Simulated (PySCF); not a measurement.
# How methods differ on the excitation energy of C

C [He] 2s2 2p2 (3P) → C [He] 2s1 2p3 (5S), as a difference of total energies. Computed with PySCF 2.14 in aug-cc-pVQZ-DK (6s5p4d3f2g, 80 functions), with the spin-free X2C one-electron Hamiltonian (Gaussian nucleus). Correlated levels: valence: 1s2 frozen. The calculations carry no spin-orbit coupling.

| method | excitation energy (cm⁻¹) | error (cm⁻¹) |
| --- | --- | --- |
| UHF | 20866 | -12839 |
| LDA | 32893 | -813 |
| PBE | 33347 | -358 |
| PBE0 | 32502 | -1203 |
| r2SCAN | 29258 | -4448 |
| BP86 | 34604 | +899 |
| r2SCANh | 29496 | -4209 |
| PW91 | 33402 | -304 |
| M06-L | 32127 | -1579 |
| MP2 (valence) | 30479 | -3227 |
| SCS-MP2 (valence) | 35291 | +1586 |

Reference: 33706 cm⁻¹ (measured; NIST levels, between the centres of gravity of the two terms).

Errors of the correlated levels include the incompleteness of this basis and the frozen core.
